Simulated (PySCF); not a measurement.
A PySCF script (with the pyscf-properties extension) for the NMR shieldings of `C#C[SiH2]/C=C\[Si@@H](Cl)CC=C`, C7H11ClSi2, on a GFN2-xTB geometry:

```python
import basis_set_exchange as bse
import numpy as np
from pyscf import gto, dft
from pyscf.prop import nmr

atoms = """
C     1.241372    2.009272   -1.294804
C     1.865301    1.087857   -0.839433
Si    2.873179   -0.315159   -0.170751
C     2.252631   -0.801901    1.544214
C     1.018734   -1.170942    1.883181
Si   -0.493628   -1.260665    0.764566
Cl   -1.714989   -2.692680    1.528787
C    -1.410899    0.420283    0.812450
C    -2.666977    0.373952    0.014233
C    -2.788941    0.851859   -1.210989
H     0.689873    2.814381   -1.690175
H     4.260787    0.153098   -0.041950
H     2.770156   -1.445717   -1.102839
H     3.006599   -0.791277    2.326572
H     0.836670   -1.443317    2.920703
H    -0.183544   -1.638336   -0.613858
H    -1.642662    0.678662    1.847414
H    -0.743515    1.185465    0.417457
H    -3.504882   -0.117344    0.491110
H    -3.710696    0.785986   -1.763089
H    -1.963491    1.333466   -1.709256
"""
names = dict.fromkeys(["C", "Si", "Cl", "H"], "pcSseg-1")
basis = {el: gto.basis.parse(bse.get_basis(n, elements=[el], fmt="nwchem")) for el, n in names.items()}
mol = gto.M(atom=atoms, basis=basis, charge=0, verbose=0)
mf = dft.RKS(mol, xc="PBE0")
mf.grids.level = 2
mf.grids.alignment = dft.numint.BLKSIZE   # the property module wants whole blocks of grid points
mf.conv_tol = 1e-9
mf.kernel()

calc = nmr.RKS(mf)   # GIAO
C = mf.mo_coeff
Co = C[:, mf.mo_occ > 0]
resp = mf.gen_response(singlet=True, hermi=2)
def vind(x):   # induced exchange potential for any number of trial vectors
    d = np.einsum("pi,xij,qj->xpq", C, 2 * x.reshape(-1, C.shape[1], Co.shape[1]), Co, optimize=True)
    return np.einsum("xpq,pi,qj->xij", resp(d - d.transpose(0, 2, 1)), C, Co, optimize=True).ravel()
mo1, _ = nmr.rhf.solve_mo1(calc, with_cphf=vind)
sigma = calc.kernel(mo1)
for i, s in enumerate(sigma):   # ppm
    print("%2d %-2s %9.2f" % (i, mol.atom_pure_symbol(i), np.trace(s) / 3))
```

Problem. What does it print?

Solution. 
```
 0 C      79.58
 1 C      97.40
 2 Si    431.15
 3 C      38.38
 4 C      21.43
 5 Si    350.02
 6 Cl    989.13
 7 C     156.08
 8 C      44.40
 9 C      65.97
10 H      29.64
11 H      27.06
12 H      26.93
13 H      24.58
14 H      24.28
15 H      26.30
16 H      29.74
17 H      28.86
18 H      25.36
19 H      26.39
20 H      26.31
```

These numbers come from an equivalent density-fitted implementation of the same equations, which agrees with the script to about 0.01 ppm for H and up to a few tenths of a ppm for heavy atoms, so last digits may differ.

Problem. Turn these shieldings into chemical shifts. Shifts are taken against calculated references (same method and geometry level): TMS for 13C (σ = 186.93 ppm) and 29Si (σ = 349.16 ppm) and 1H (σ = 31.72 ppm); 35Cl (σ = 949.78 ppm) against HCl.

Solution. Averaging equivalent atoms: C 4: 165.5; C 3: 148.5; C 8: 142.5; C 9: 121.0; C 0: 107.3; C 1: 89.5; C 7: 30.8; Si 5: -0.9; Si 2: -82.0; Cl 6: -39; H 14: 7.44; H 13: 7.14; H 18: 6.36; H 15: 5.42; H 20: 5.41; H 19: 5.32; H 12: 4.79; H 11: 4.66; H 17: 2.86; H 10: 2.08; H 16: 1.98 ppm. 

Size and cost of the density-fitted run: 246 basis functions, 110 s wall time on 1 thread of an Arm Neoverse N1, shared host; peak memory 1.2 GiB.
